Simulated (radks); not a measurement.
Ionisation of the tin ion Sn2+, [Kr] 4d10 5s2, to [Kr] 4d10 5s1 as the strength of local exchange is varied. Calculated with a radial shooting solver on a logarithmic mesh with Libxc functionals: Dirac Kohn-Sham, Slater X-alpha exchange (alpha = 2/3 is LDA exchange), no correlation, spin-unpolarised, spherical densities, finite nucleus; Fermi nuclear charge, rms radius 4.6519 fm.

alpha,E(Sn2+) (hartree),exchange (hartree),IE (eV),-e of the level emptied (eV),<r> of it (bohr)
0.593,-6150.96555,-137.14984,29.268,24.379 (5s1/2),2.252
0.667,-6168.10330,-154.67813,30.146,25.234 (5s1/2),2.224
0.891,-6220.25912,-208.29357,32.868,27.900 (5s1/2),2.144
0.934,-6230.31917,-218.68145,33.402,28.425 (5s1/2),2.129
1.019,-6250.25076,-239.30612,34.467,29.473 (5s1/2),2.101
1.028,-6252.36469,-241.49694,34.580,29.585 (5s1/2),2.098

NIST Atomic Spectra Database: 30.506 eV (measured). The Delta-SCF value meets it near alpha = 0.70. Spin polarisation and multiplet splitting are left out, so open shells lie too high by an amount that depends on their filling.

Beside tabulated values, note that spin-unpolarised runs miss the spin-polarisation part of the exchange energy of open shells.
